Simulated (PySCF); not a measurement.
## Bond length, frequency and bond energy of LaN by level of theory

State: singlet, about 0.2 electrons in the 4f shell (Mulliken). Set-up: basis La x2c-TZVPPall, N x2c-TZVPPall; spin-free X2C with a Gaussian nucleus; PySCF 2.14. De refers to La (5d1 6s2) + N in their high-spin ground configurations, without counterpoise correction. A positive dipole means La(−)N(+).

```tsv
Level	Re (Å)	ωe (cm⁻¹)	De (eV)	μ (D)	CPU s a point (SCF and correlation, without the integrals)
RHF	1.777	980	n/a	-8.73	1.8
RHF-MP2	1.891	714	n/a	n/a	2.7
RHF-SCS-MP2	1.879	742	n/a	n/a	n/a
RHF-CCSD	1.819	885	4.70	n/a	n/a
RHF-CCSD(T)	1.841	831	5.16	n/a	63
PBE	1.821	858	6.34	-7.20	6.6
PBEsol	1.812	873	6.68	-7.15	2.8
PW91	1.821	858	6.32	-7.26	4.3
r²SCAN	1.812	875	5.56	-7.32	12
PBE0	1.796	914	5.66	-7.62	8
B97-3	1.803	908	5.65	-7.65	4.7
M06	1.794	919	5.61	-7.50	7.6
LC-ωPBE	1.766	992	5.94	-8.22	12
```

(1) Which functional lies closest to RHF-CCSD(T) in De, which farthest, and by how much do they differ from it?

(2) What does second-order correlation do here, going from RHF to RHF-MP2?

(3) What does the triples do here, going from RHF-CCSD to RHF-CCSD(T)?

Correlated steps freeze 19 core orbitals. These are scalar-relativistic numbers at best; spin–orbit coupling would shift them, the dissociation energy most. Where the molecule has an RHF reference, its open-shell atoms are computed with UHF.

The whole job (state search and all levels along the bond) took about 15 min on 2 threads of Intel Xeon 6975P-C (shared host), peak memory 5.3 GiB.

Answers

(1) Closest is r²SCAN (-2.9 pm in Re, +5.3 % in ωe, +0.40 eV in De against RHF-CCSD(T) in the same basis), farthest PBEsol (-2.9 pm in Re, +5.1 % in ωe, +1.52 eV in De). CCSD(T) converges more slowly with the basis than the functionals do and binds too weakly in this one, so the order can change at the basis-set limit.

(2) RHF-MP2 less RHF: +11.4 pm in Re, -27.1 % in ωe. Correlation nearly always deepens the well. The bond lengthens, as in strong covalent bonds, where excitations into antibonding orbitals dominate.

(3) RHF-CCSD(T) less RHF-CCSD: +2.2 pm in Re, -6.1 % in ωe, +0.46 eV in De. Correlation nearly always deepens the well. The bond lengthens, as in strong covalent bonds, where excitations into antibonding orbitals dominate.
